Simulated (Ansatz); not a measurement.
Compounds of Ge with 4 ligands, in which Br is traded for F. Quantity: electronic atomisation energy to ground-state atoms, in kcal/mol. Geometries: B3LYP-D3(BJ)/def2-TZVP minima from Ansatz (a program for electronic structure). Cores are frozen in the correlated levels unless marked. UHF or UKS for open shells. Spin-orbit coupling is left out. Frozen are the shells of the preceding noble gas and the d and f shells that filled before the atom's block. Non-relativistic. CBS marks a two-point X^-3 extrapolation of the correlation energy; Hartree-Fock from the larger set (for Q and 5 zeta extrapolated as (X+1)exp(-9√X)). The first level has limits of its own: it lacks core correlation, which all-electron functionals hold.

```csv
n(F),species (SMILES),"CCSD(T)/CBS(cc-pVQZ,cc-pV5Z) (Ansatz)",PBE/def2-TZVPD (Ansatz),wB97X-V/def2-TZVPD (Ansatz)
1,[F][Ge]([Br])([Br])[Br],336.9,337.1,332.5
2,[F][Ge]([F])([Br])[Br],382.1,381.1,375.5
3,[F][Ge]([F])([F])[Br],?,?,?
4,[F][Ge]([F])([F])[F],473.3,467.0,460.0
```

**Question.** Fit a straight line through the known rows at each level by least squares, predict the withheld row (n(F) = 3), and compare with the run.

**Answer.** 
- The known rows have mean n(F) = 2.33333 and Σ(n(F) - mean)² = 4.6667.
- CCSD(T)/CBS(cc-pVQZ,cc-pV5Z): mean 397.433, Σ(n(F) - mean)(y - mean) = 212.267, slope 45.485 kcal/mol a step; the line gives 397.433 + (45.485)×(3 - 2.33333) = 427.8; the run gives 427.7, -0.1 from the line, whose largest residual on the known rows is 0.2.
- PBE/def2-TZVPD: mean 395.067, Σ(n(F) - mean)(y - mean) = 201.833, slope 43.250 kcal/mol a step; the line gives 395.067 + (43.250)×(3 - 2.33333) = 423.9; the run gives 424.5, +0.6 from the line, whose largest residual on the known rows is 0.4.
- wB97X-V/def2-TZVPD: mean 389.333, Σ(n(F) - mean)(y - mean) = 198.167, slope 42.464 kcal/mol a step; the line gives 389.333 + (42.464)×(3 - 2.33333) = 417.6; the run gives 418.1, +0.5 from the line, whose largest residual on the known rows is 0.3.
- PBE minus the first level along the series: +0.2, -1.0, -3.2, -6.3 kcal/mol.
